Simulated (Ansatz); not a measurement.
Input file for Ansatz (a program for electronic structure): R-B3LYP/def2-TZVPPD on C5H12 (a complex). Files ending in .json are basis or fitting sets from the Basis Set Exchange.

Ansatz 0.2 input:
```yaml
crystal:
  periodic: [false, false, false]
  atoms:
    - {symbol: C, position_ang: [0.47675239, -0.54246415, 0.48546450]}
    - {symbol: C, position_ang: [-0.53375043, 0.59854196, 0.54134435]}
    - {symbol: H, position_ang: [0.24210335, -1.24153954, -0.31987256]}
    - {symbol: H, position_ang: [0.48220180, -1.10433309, 1.42064366]}
    - {symbol: H, position_ang: [1.48864873, -0.16966956, 0.31235337]}
    - {symbol: H, position_ang: [-0.55737082, 1.15637557, -0.39714148]}
    - {symbol: H, position_ang: [-0.29154465, 1.30228638, 1.33928342]}
    - {symbol: H, position_ang: [-1.54106553, 0.22406547, 0.73196965]}
    - {symbol: C, position_ang: [-1.27207140, -0.36602234, 4.13658395]}
    - {symbol: C, position_ang: [0.04726630, -0.46231528, 4.23556666]}
    - {symbol: C, position_ang: [1.00814057, 0.67211501, 4.07705458]}
    - {symbol: H, position_ang: [-1.75662435, 0.58095131, 3.92674969]}
    - {symbol: H, position_ang: [-1.91530267, -1.22793771, 4.25852800]}
    - {symbol: H, position_ang: [0.48740235, -1.43427274, 4.44367013]}
    - {symbol: H, position_ang: [1.69562570, 0.48836449, 3.24633687]}
    - {symbol: H, position_ang: [0.48814978, 1.61219856, 3.88889808]}
    - {symbol: H, position_ang: [1.62318185, 0.79357313, 4.97319357]}
basis:
  gaussian:
    orbitals: def2-TZVPPD.json
hamiltonian:
  xc: {name: B3LYP}
scf: {lower_state_search: off}
```

The head of its log:

```
WARN ansatz: RAYON_NUM_THREADS=1 ignored (pool sized by the plan → 1); use --threads N
Functional definition: B3LYP
these checks for a lower state are left out or cut short: stability, starts, cluster_reference, orbital_swaps, neighbouring_geometries, increment
integrals: 0.37 GiB planned
1578 factors; their error is unknown
mean field: 2.17 GiB planned
mean field evaluation 1: about -5366.2223 eV, gradient 8.5e1 eV
mean field evaluation 2: about -5355.0690 eV, gradient 1.0e2 eV
```

What total energy does the run end on?

-197.8253 hartree.
